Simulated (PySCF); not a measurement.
Isomers C8H10OSi:

A. SMILES C=C1C(=C)C([SiH3])=C1CC=O
B. SMILES C=Cc1ccccc1O[SiH3]
C. SMILES C=C1C(=C)C(C[SiH3])=C1C=O
D. SMILES CC(=O)C#CC1=C[SiH2][C@H]1C

Spectrum 1. ¹H NMR (400 MHz, computed): δ 6.95 (m, 1H), 4.90 (m, 1H), 4.54 (m, 1H), 2.47 (m, 1H), 2.44 (s, 3H), 1.43 (d, 3H). ¹³C{¹H} NMR (computed): δ 188.5 (C), 158.8 (CH), 157.9 (C), 98.1 (C), 89.9 (C), 37.3 (CH3), 36.1 (CH), 19.2 (CH3).

Spectrum 2. ¹H NMR (400 MHz, computed): δ 10.32 (s, 1H), 5.68 (m, 1H), 5.57 (m, 1H), 5.22 (m, 1H), 5.09 (m, 1H), 3.94 (t, 3H), 2.74 (q, 2H). ¹³C{¹H} NMR (computed): δ 190.8 (CH), 179.6 (C), 156.8 (C), 150.8 (C), 147.1 (C), 110.1 (CH2), 95.5 (CH2), 16.1 (CH2).

Spectrum 3. ¹H NMR (400 MHz, computed): δ 8.01 (d, 1H), 7.57 (m, 1H), 7.46 (m, 1H), 7.28 (m, 1H), 6.83 (d, 1H), 6.09 (m, 1H), 5.64 (m, 1H), 5.22 (s, 3H). ¹³C{¹H} NMR (computed): δ 159.0 (C), 138.5 (CH), 134.1 (CH), 133.1 (C), 130.1 (CH), 126.7 (CH), 119.3 (CH), 117.9 (CH2).

Spectrum 4. ¹H NMR (400 MHz, computed): δ 9.51 (t, 1H), 5.14 (m, 1H), 5.10 (m, 1H), 5.07 (m, 1H), 5.07 (m, 1H), 4.36 (s, 3H), 3.53 (d, 2H). ¹³C{¹H} NMR (computed): δ 196.3 (CH), 169.8 (C), 160.2 (C), 157.9 (C), 156.9 (C), 99.9 (CH2), 99.7 (CH2), 48.0 (CH2).

- PBE0/pcSseg-1 with gauge-including orbitals
- geometry: GFN2-xTB
- program: PySCF 2.14.0 with density-fitted response routines
- no solvent, one conformer, rapidly exchanging positions averaged, non-relativistic Hamiltonian

Shifts are taken against calculated references (same method and geometry level): ¹H (31.72 ppm) and ¹³C (186.93 ppm) against TMS. Where no couplings were computed, multiplicities follow the n + 1 count of equivalent neighbours, and m marks all less simple cases (inequivalent or close neighbours, rings, F or P nearby). Shifts are as computed. Against solution values, carbons near 30 ppm lie about +3 ppm off and those near 130 ppm about +5 ppm. Of 1211 compounds with measured shifts, 218 miss one by over three times the rms of a fit or turn the order of signals round; such compounds aren't used in these exercises.

Question: Match each spectrum to its structure.

Answer: 1–D, 2–C, 3–B, 4–A.

- Spectrum 1 (D): 8 ¹³C signals; δC 158.8 is an alkene CH; δC 157.9 is a fully substituted alkene carbon.
- Spectrum 2 (C): 8 ¹³C signals; δC 190.8 is an aldehyde carbonyl carbon; δC 179.6 is a β carbon of a C=C–C=O unit.
- Spectrum 3 (B): 8 ¹³C signals; δC 159.0 is an aromatic carbon bearing oxygen; δC 138.5 is an alkene CH.
- Spectrum 4 (A): 8 ¹³C signals; δC 196.3 is an aldehyde carbonyl carbon; δC 160.2 is a fully substituted alkene carbon.
